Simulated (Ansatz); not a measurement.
Ansatz (an electronic-structure program) input (B3LYP-D3(BJ)/def2-TZVP):

Ansatz 0.2 input:
```yaml
crystal:
  periodic: [false, false, false]
  atoms:
    - {symbol: N, position_ang: [-0.65556782, 0.37166860, 0.03352553]}
    - {symbol: C, position_ang: [0.47166686, -0.27766788, -0.03952700]}
    - {symbol: O, position_ang: [1.55981418, 0.00246107, -0.59724444]}
    - {symbol: H, position_ang: [-1.35660484, -0.15389311, 0.57883833]}
basis:
  gaussian:
    orbitals: def2-TZVP
hamiltonian:
  xc: b3lyp
  dispersion: d3bj
total_charge: -1
magnetization: {spin_polarized: true, initial_magnetization: 1}
relax: {f_tol: 0.002, max_steps: 150}
```

End of the output:

```
relax step   4: F+E_penalty+E_count = -4591.54393415 eV  Δ(F+E_penalty+E_count) = -2.480e-4 eV  max|allowed force component| = 2.126e-2 eV/Å  Δτ_max = 0.0031 Å  (37 SCF iters, accepted)
these checks for a lower state are left out or cut short: starts, cluster_reference, orbital_swaps, neighbouring_geometries, increment
integrals: 0.02 GiB planned
530 factors; their error is unknown
mean field: 0.27 GiB planned
mean field -4591.47188422 eV, -168.7334795336 hartree, gradient 2.7e-5 eV, S^2 0.753341; 0 other end points of the search recorded, 0 dependent functions left out
the calculation of the forces begins
reference -4591.47206850 eV, -168.7334863060 hartree; 12, 11 occupied and 87, 88 virtual orbitals, 530 factors
relax step   5: F+E_penalty+E_count = -4591.54395452 eV  Δ(F+E_penalty+E_count) = -2.037e-5 eV  max|allowed force component| = 1.172e-2 eV/Å  Δτ_max = 0.0015 Å  (38 SCF iters, accepted)
these checks for a lower state are left out or cut short: starts, cluster_reference, orbital_swaps, neighbouring_geometries, increment
integrals: 0.02 GiB planned
530 factors; their error is unknown
mean field: 0.27 GiB planned
mean field -4591.47188878 eV, -168.7334797012 hartree, gradient 2.7e-5 eV, S^2 0.753341; 0 other end points of the search recorded, 0 dependent functions left out
the calculation of the forces begins
reference -4591.47207307 eV, -168.7334864736 hartree; 12, 11 occupied and 87, 88 virtual orbitals, 530 factors
relax step   6: F+E_penalty+E_count = -4591.54395665 eV  Δ(F+E_penalty+E_count) = -2.131e-6 eV  max|allowed force component| = 1.230e-3 eV/Å  Δτ_max = 0.0002 Å  (37 SCF iters, accepted)
integrals: 0.02 GiB planned
530 factors; their error is unknown
mean field: 0.27 GiB planned
mean field evaluation 64: about -4591.4580 eV, gradient 1.0e0 eV
mean field -4591.47188878 eV, -168.7334797012 hartree, gradient 2.7e-5 eV, S^2 0.753341; 1 other end points of the search recorded, 0 dependent functions left out
the calculation of the forces begins
reference -4591.47207307 eV, -168.7334864736 hartree; 12, 11 occupied and 87, 88 virtual orbitals, 530 factors
Total energy: -4591.54414094 eV, -168.7361349191 hartree
Atom 0 at    -0.667684     0.387543     0.029590 Å, force     0.001230    -0.000339    -0.000149 eV/Å
Atom 1 at     0.465260    -0.263785    -0.044445 Å, force     0.000047     0.000871    -0.000134 eV/Å
Atom 2 at     1.544794    -0.012740    -0.583554 Å, force    -0.001057    -0.000286     0.000301 eV/Å
Atom 3 at    -1.323062    -0.168449     0.574001 Å, force    -0.000220    -0.000246    -0.000018 eV/Å
Dipole moment:    -0.156930    -0.148223     0.138474 e Å
```
